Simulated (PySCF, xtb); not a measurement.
B(H)(SMe)2 (C₂H₇BS₂), SMILES CSBSC.

Geometry: B3LYP-D3(BJ)/def2-SVP. The structure was generated by enumeration, and PubChem lists no compound with its InChIKey, so it may never have been made. One conformer was computed; it need not be the lowest.

Level of theory: IEF-PCM-ωB97X/def2-SVP (PySCF).

The values are the electrostatic part of the solvation free energy, E(continuum) − E(gas) at the gas-phase geometry, in a cavity of scaled van der Waals radii (PySCF's table); cavitation and dispersion terms are not included. In vacuum the orbital gap is 10.49 eV. The dipole moment in vacuum is 2.42 D.

Computed values in water (ε = 78.36), diethylether (ε = 4.24), chloroform (ε = 4.71):
```
solvent           ε  ΔG(elec) (kcal/mol)  dipole (D)  gap (eV)
------------  -----  -------------------  ----------  --------
water         78.36                 -3.6        3.22     10.57
diethylether   4.24                 -2.4        2.94     10.54
chloroform     4.71                 -2.5        2.96     10.54
```

For comparison, GFN2-xTB/ALPB(water) (xtb, at the GFN2-xTB geometry, all terms of that model) gives -0.3 kcal/mol.
